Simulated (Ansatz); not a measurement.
Basis sets compared for Si(NCO)2Me2 (C₄H₆N₂O₂Si). Total charge 0; singlet. Geometry PBE-D4/def2-SVP. Ansatz on 4 threads of Intel Xeon on a shared host; times are rough, and most runs start from earlier orbitals.

```xyz
15

Si    0.0811   -0.0107   -0.0640
N    -1.2325    1.1094   -0.2508
C    -2.1994    1.8348   -0.2805
O    -3.1385    2.5524   -0.3240
N    -0.2096   -0.9130    1.3908
C    -0.5106   -1.4675    2.4223
O    -0.7910   -2.0207    3.4293
C     1.6715    0.9527    0.1310
H     2.5280    0.2655    0.2854
H     1.6117    1.6340    1.0030
H     1.8721    1.5626   -0.7731
C     0.0795   -1.1900   -1.5149
H     0.2306   -0.6397   -2.4656
H    -0.8849   -1.7323   -1.5774
H     0.8921   -1.9375   -1.4115
```

B3LYP takes the VWN-RPA correlation.

Binding counts from free atoms (Si triplet, N quartet, C triplet, O triplet, H doublet) in the same basis, without a counterpoise term.

```tsv
level	functions	energy (Eh)	HOMO (eV)	LUMO (eV)	binding per atom (eV)	wall time
HF/STO-3G	55	-693.9368	-8.15	8.91	3.32	0.55 s
HF/6-31G	97	-702.3825	-11.44	4.24	2.76	1.5 s
PBE-D4/def2-SVP	160	-704.6042	-6.87	-0.50	4.94	2 s
PBE-D4/def2-TZVP (with forces)	321	-705.1844	-7.07	-0.76	4.89	5.5 s
revPBE-D4/def2-TZVP	321	-705.6596	-7.00	-0.65	4.75	5 s
B3LYP-D4/6-31G	97	-705.4380	-7.95	0.24	4.37	2.1 s
B3LYP-D4/def2-TZVP	321	-705.8402	-8.20	-0.02	4.71	7.5 s
PBE0-D4/def2-SVP	160	-704.6341	-8.28	0.45	4.77	2.7 s
PBE0-D4/def2-TZVP	321	-705.2100	-8.41	0.23	4.73	8 s
```

(1) Estimate the rows for PBE-D4/def2-TZVPD, revPBE-D4/def2-TZVPD, PBE0-D4/def2-TZVPD.

Results:

(1) 
| level | functions | energy (Eh) | HOMO (eV) | LUMO (eV) | binding per atom (eV) | wall time |
| --- | --- | --- | --- | --- | --- | --- |
| PBE-D4/def2-TZVPD | 399 | -705.1865 | -7.10 | -0.93 | 4.89 | 8 s |
| revPBE-D4/def2-TZVPD | 399 | -705.6618 | -7.04 | -0.91 | 4.75 | 9 s |
| PBE0-D4/def2-TZVPD | 399 | -705.2117 | -8.44 | -0.32 | 4.73 | 15 s |
